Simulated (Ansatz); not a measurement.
A structure drawn as `c1ccc2c(c1)Cc1ccccc1-2`, with this starting geometry:

```xyz
23

C     0.430   -2.549   -2.234
C     1.294   -2.723   -1.223
C     1.322   -1.829   -0.187
C     0.475   -0.683   -0.134
C    -0.419   -0.563   -1.269
C    -0.478   -1.441   -2.332
C    -1.272    0.699   -1.040
C    -0.747    1.234    0.285
C    -1.202    2.331    0.982
C    -0.552    2.598    2.193
C     0.457    1.748    2.679
C     0.867    0.636    1.985
C     0.242    0.342    0.704
H     0.373   -3.267   -3.128
H     1.970   -3.586   -1.212
H     1.983   -1.933    0.669
H    -1.166   -1.287   -3.157
H    -1.114    1.414   -1.865
H    -2.339    0.419   -0.978
H    -1.973    2.963    0.548
H    -0.824    3.472    2.721
H     0.988    1.982    3.650
H     1.685    0.021    2.340
```

The species carries charge 0 and has multiplicity 1.

**Question.** Does it keep its bonds when Ansatz relaxes it at PBE-D4/def2-SVP and then PBE0-D4/def2-TZVP?

**Answer.** Yes, every drawn bond is still there and no new one forms.

**Question.** Give the relaxed structure. (An estimate is asked.)

**Answer.** Ansatz gave: 
Z-matrix (Å, degrees):
```
C
C 1 1.502
C 1 1.502 2 102.9
H 1 1.096 2 111.9 3 120.2
H 1 1.096 2 111.9 3 -120.2
C 2 1.401 1 110.1 3 -0.0
C 2 1.382 1 129.5 3 180.0
C 3 1.401 1 110.1 2 0.0
C 3 1.382 1 129.5 2 -180.0
C 6 1.388 2 120.5 1 -180.0
C 7 1.390 2 119.0 1 -180.0
H 7 1.085 2 120.8 1 0.0
C 8 1.388 3 120.5 1 180.0
C 9 1.390 3 119.0 1 180.0
H 9 1.085 3 120.8 1 0.0
C 10 1.387 6 118.8 2 -0.0
H 10 1.084 6 120.9 2 180.0
H 11 1.084 7 119.8 2 180.0
C 13 1.387 8 118.8 3 0.0
H 13 1.084 8 120.9 3 -180.0
H 14 1.084 9 119.8 3 -180.0
H 16 1.084 10 119.8 6 -180.0
H 19 1.084 13 119.8 8 180.0
```
No frequency check was run.

Atoms count as bonded under 1.1 times the sum of their covalent radii (H–H under 0.85 Å, pairs among N, O and F under 1.55 Å), and a drawn bond as lost past 1.3 times.
